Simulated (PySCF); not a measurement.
An unknown is described by computed data only.

Formula: C4H10OSSi2.

* 1H NMR: chemical shifts (computed TMS as zero) by class: 5.26 (1 H), 4.01 (3 H), 2.08 (3 H), 1.93 (1 H), 1.91 (1 H), 1.76 (1 H) ppm [GIAO PBE0/pcSseg-1]
* NMR, other nuclei: isotropic shieldings of nuclei other than C and H, by class: 300 (1 O), 378 (1 Si), 417 (1 Si), 674 (1 S) ppm [GIAO PBE0/pcSseg-1]
* 13C NMR: chemical shifts (computed TMS as zero) by class: 113.8 (1 C), 86.0 (1 C), 13.3 (1 C), 1.3 (1 C) ppm [GIAO PBE0/pcSseg-1]
* Rotational structure: rotational constants A, B, C: 1.726, 0.572, 0.460 GHz [GFN2-xTB]
* Dipole: 2.91 D [PBE0/pcSseg-1]

The electronic properties come from PySCF, for the isolated species, density fitting. Levels stand in brackets. The structure is a single GFN2-xTB conformer in the gas phase; no vibrational or solvent corrections. NMR values are class means; diastereotopic atoms form classes of their own.

Task: Propose a structure and show how it fits.

Result: Numbering: `[CH3:1][S:2][Si@@H:3]([OH:4])[C:5]#[C:6][CH2:7][SiH3:8]`. Its formula, C4H10OSSi2, gives 2 degrees of unsaturation: 0 rings and 2 π bonds in the structure found. 4 carbons fall into 4 classes; from least to most shielded: alkyne carbon [C6] (113.8 ppm), alkyne carbon [C5] (86.0 ppm), S-methyl carbon [C1] (13.3 ppm), sp3 carbon bound to silicon [C7] (1.3 ppm). Hydrogen classes from least to most shielded: 1 H on an oxygen-bound silicon, Si3 (5.26 ppm), 3 H on an SiH3 silicon, Si8 (4.01 ppm), 3 H on an S-methyl carbon, C1 (2.08 ppm), 1 H on an sp3 carbon bound to silicon, C7 (1.93 ppm), 1 H on an sp3 carbon bound to silicon, C7 (1.91 ppm), 1 H on a silanol oxygen, O4 (1.76 ppm). The other shieldings belong to: 300 ppm, silanol oxygen [O4]; 378 ppm, oxygen-bound silicon [Si3]; 417 ppm, SiH3 silicon [Si8]; 674 ppm, sulfur bonded to C and Si [S2]. The optimised geometry has point group C1 and is an asymmetric top. Structure: `CS[Si@@H](O)C#CC[SiH3]`. Computed isomers that give other values at the same levels: `CC(=S)[Si@H]1CC[SiH2]O1` (13C chemical shifts (computed TMS as zero) by class: 334.2 (1 C), 52.6 (1 C), 11.6 (1 C), 9.3 (1 C) ppm). The assignments are read from this structure; whether some other isomer fits the data as well wasn't checked. The mirror image fits equally.

The values belong to the conformer `[CH3:1][S:2][Si@@H:3]([OH:4])[C:5]#[C:6][CH2:7][SiH3:8]`: C1–S2–Si3–O4 -176°, H–O4–Si3–S2 27°.
